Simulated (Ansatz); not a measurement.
# Abstraction of Cl: GeH(GeH3)Cl2 + SbCl2 → GeH(GeH3)Cl + SbCl3

Species: GeH(GeH3)Cl2, singlet; SbCl2 `[Cl][Sb][Cl]`, doublet; GeH(GeH3)Cl, doublet; SbCl3 (antimony trichloride) `[Cl][Sb]([Cl])[Cl]`, singlet. A radical takes Cl: the energy is the difference in strength between the Ge–Cl bond broken and the Sb–Cl bond made.

Shapes, held fixed at every level: PBE0-D4/def2-TZVP. Programs: Ansatz 0.2.0. The zero-point and thermal change to 298 K, harmonic and unscaled (PBE0-D4/def2-TZVP), is -2.3 kJ/mol.

```json
{"level": "MP2/def2-TZVPP", "kind": "perturbation theory", "ΔH(298 K) (kJ/mol)": "+77.4", "less CCSD(T)/def2-TZVPP": "-0.6"}
{"level": "HF/def2-SVP", "kind": "Hartree–Fock", "ΔH(298 K) (kJ/mol)": "+93.1", "less CCSD(T)/def2-TZVPP": "+15.1"}
{"level": "HF/def2-TZVPP", "kind": "Hartree–Fock", "ΔH(298 K) (kJ/mol)": "+84.9", "less CCSD(T)/def2-TZVPP": "+6.9"}
{"level": "SPW92/def2-TZVPP", "kind": "LDA", "ΔH(298 K) (kJ/mol)": "+54.7", "less CCSD(T)/def2-TZVPP": "-23.3"}
{"level": "B3LYP-D4/def2-TZVPP", "kind": "global hybrid", "ΔH(298 K) (kJ/mol)": "+58.5", "less CCSD(T)/def2-TZVPP": "-19.5"}
{"level": "wB97M-V/def2-TZVPP", "kind": "range-separated hybrid", "ΔH(298 K) (kJ/mol)": "+70.2", "less CCSD(T)/def2-TZVPP": "-7.8"}
{"level": "B2PLYP/def2-TZVPP", "kind": "double hybrid", "ΔH(298 K) (kJ/mol)": "+68.2", "less CCSD(T)/def2-TZVPP": "-9.8"}
{"level": "CCSD(T)/def2-TZVPP", "kind": "coupled cluster or CI", "ΔH(298 K) (kJ/mol)": "+78.0", "less CCSD(T)/def2-TZVPP": "0.0"}
```

The highest level, CCSD(T)/def2-TZVPP, gives ΔH(298 K) = +78.0 kJ/mol; the levels span +54.7 to +93.1. The column of differences is taken from that level and isn't an error. No measured value is set beside it here. Open shells run unrestricted. For atoms past krypton def2 sets carry core potentials with scalar relativity. Relativity is left out for Ge. Outer-core shells of Ge, Sb are correlated, in sets that cover them unevenly.
